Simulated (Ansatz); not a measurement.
A run for Ansatz (a program for electronic structure): U-PBE0/def2-TZVPP on RuI, 2S+1 = 2, a spin state set in the input, which need not be the lowest. Elements past Kr take the def2 small-core potentials; no spin–orbit coupling.

Ansatz 0.2 input:
```yaml
crystal:
  periodic: [false, false, false]
  atoms:
    - {symbol: Ru, position_ang: [0.00000000, 0.00000000, 0.00000000]}
    - {symbol: I, position_ang: [0.00000000, 0.00000000, 2.70700000]}
basis:
  gaussian:
    orbitals: def2-TZVPP
hamiltonian:
  xc: {name: PBE0}
magnetization: {spin_polarized: true, initial_magnetization: 1}
relax: {f_tol: 0.002, max_steps: 120}
```

Program output:

```
WARN ansatz: RAYON_NUM_THREADS=1 ignored (pool sized by the plan → 1); use --threads N
Functional definition: PBE0
integrals: 0.03 GiB planned
799 factors; their error is unknown
mean field: 0.42 GiB planned
mean field evaluation 1: about -10647.8371 eV, gradient 8.3e1 eV
mean field evaluation 2: about -10216.3066 eV, gradient 1.9e2 eV
mean field evaluation 4: about -10658.8897 eV, gradient 6.1e1 eV
mean field evaluation 8: about -10680.4819 eV, gradient 1.7e0 eV
mean field evaluation 16: about -10680.8093 eV, gradient 1.2e-1 eV
mean field evaluation 32: about -10682.1197 eV, gradient 1.8e0 eV
mean field evaluation 64: about -10680.9991 eV, gradient 1.4e0 eV
mean field evaluation 96: about -10682.0861 eV, gradient 2.7e0 eV
mean field -10682.13899636 eV, -392.5613675023 hartree, gradient 3.0e-8 eV, S^2 1.759725; 8 other end points of the search recorded, 0 dependent functions left out
the calculation of the forces begins
reference -10682.13902409 eV, -392.5613685213 hartree; 21, 20 occupied and 85, 86 virtual orbitals, 799 factors
relax step   1: F+E_penalty+E_count = -10682.13899636 eV  Δ(F+E_penalty+E_count) = +0.000e0 eV  max|allowed force component| = 1.215e0 eV/Å  Δτ_max = 0.0000 Å  (590 SCF iters, accepted)
these checks for a lower state are left out or cut short: starts, cluster_reference, orbital_swaps, neighbouring_geometries, increment
integrals: 0.03 GiB planned
799 factors; their error is unknown
mean field: 0.43 GiB planned
mean field evaluation 128: about -10682.2639 eV, gradient 1.5e-8 eV
mean field -10682.26391284 eV, -392.5659580983 hartree, gradient 1.3e-8 eV, S^2 1.766067; 0 other end points of the search recorded, 0 dependent functions left out
the calculation of the forces begins
reference -10682.26393951 eV, -392.5659590786 hartree; 21, 20 occupied and 85, 86 virtual orbitals, 799 factors
relax step   2: F+E_penalty+E_count = -10682.26391284 eV  Δ(F+E_penalty+E_count) = -1.249e-1 eV  max|allowed force component| = 5.198e-2 eV/Å  Δτ_max = 0.0889 Å  (246 SCF iters, accepted)
these checks for a lower state are left out or cut short: starts, cluster_reference, orbital_swaps, neighbouring_geometries, increment
integrals: 0.03 GiB planned
799 factors; their error is unknown
mean field: 0.43 GiB planned
mean field -10682.26400343 eV, -392.5659614276 hartree, gradient 2.8e-6 eV, S^2 1.765919; 0 other end points of the search recorded, 0 dependent functions left out
the calculation of the forces begins
reference -10682.26403007 eV, -392.5659624066 hartree; 21, 20 occupied and 85, 86 virtual orbitals, 799 factors
relax step   3: F+E_penalty+E_count = -10682.26400343 eV  Δ(F+E_penalty+E_count) = -9.059e-5 eV  max|allowed force component| = 2.951e-2 eV/Å  Δτ_max = 0.0040 Å  (88 SCF iters, accepted)
these checks for a lower state are left out or cut short: starts, cluster_reference, orbital_swaps, neighbouring_geometries, increment
integrals: 0.03 GiB planned
799 factors; their error is unknown
mean field: 0.43 GiB planned
mean field evaluation 160: about -10682.2640 eV, gradient 2.9e-5 eV
mean field -10682.26404580 eV, -392.5659629846 hartree, gradient 2.3e-6 eV, S^2 1.765970; 0 other end points of the search recorded, 0 dependent functions left out
the calculation of the forces begins
reference -10682.26407246 eV, -392.5659639641 hartree; 21, 20 occupied and 85, 86 virtual orbitals, 799 factors
relax step   4: F+E_penalty+E_count = -10682.26404580 eV  Δ(F+E_penalty+E_count) = -4.237e-5 eV  max|allowed force component| = 8.383e-4 eV/Å  Δτ_max = 0.0014 Å  (92 SCF iters, accepted)
integrals: 0.03 GiB planned
799 factors; their error is unknown
mean field: 0.43 GiB planned
mean field evaluation 192: about -10680.7048 eV, gradient 1.9e-1 eV
mean field evaluation 224: about -10682.2634 eV, gradient 5.3e-2 eV
mean field evaluation 256: about -10682.2539 eV, gradient 3.4e-2 eV
mean field evaluation 288: about -10682.2390 eV, gradient 3.7e-1 eV
mean field -10682.26404580 eV, -392.5659629846 hartree, gradient 2.3e-6 eV, S^2 1.765970; 9 other end points of the search recorded, 0 dependent functions left out
the calculation of the forces begins
reference -10682.26407246 eV, -392.5659639641 hartree; 21, 20 occupied and 85, 86 virtual orbitals, 799 factors
Total energy: -10682.26407246 eV, -392.5659639641 hartree
Atom 0 at     0.000000     0.000000     0.091490 Å, force     0.000000    -0.000000    -0.000838 eV/Å
Atom 1 at    -0.000000    -0.000000     2.615510 Å, force    -0.000000     0.000000     0.000838 eV/Å
Dipole moment:    -0.000000    -0.000000    -0.871835 e Å
```

The calculation finished and met its thresholds. Its determinant has ⟨S²⟩ = 1.77, a mixture of spin states.

Cost: about 100 core-seconds (a rough figure).
